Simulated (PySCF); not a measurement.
## Working out the ionisation energy of O+

O+ [He] 2s2 2p3 (4S) → O(2+) [He] 2s2 2p2 (3P). All numbers are calculated (PySCF 2.14, the spin-free X2C one-electron Hamiltonian (Gaussian nucleus), in aug-cc-pVDZ-DK (4s3p2d, 23 functions)). Frozen: 1s2. Energies in hartree (1 hartree = 27.21139 eV):

```json
{"part": "UHF", "O+ (lower)": "-74.405878", "O(2+) (upper)": "-73.136229"}
{"part": "CCSD correlation", "O+ (lower)": "-0.088218", "O(2+) (upper)": "-0.078975"}
{"part": "(T)", "O+ (lower)": "-0.000786", "O(2+) (upper)": "-0.000658"}
```

**Question.** What does Hartree-Fock give?

**Answer.** (-73.136229) − (-74.405878) = 1.269649 hartree = 34.549 eV.

**Question.** What do CCSD and CCSD(T) give?

**Answer.** The CCSD correlation energies differ by 0.009243 hartree = 0.252 eV and the triples by 0.000128 hartree = 0.003 eV, so CCSD gives 34.801 eV and CCSD(T) 34.804 eV.

Reference: 35.121 eV (measured; NIST Atomic Spectra Database, ionization energies), between the lowest levels; spin-orbit coupling is absent from the calculation.

A double-zeta basis recovers only part of the correlation energy.

What remains against the reference includes basis incompleteness, the frozen core and higher excitations.
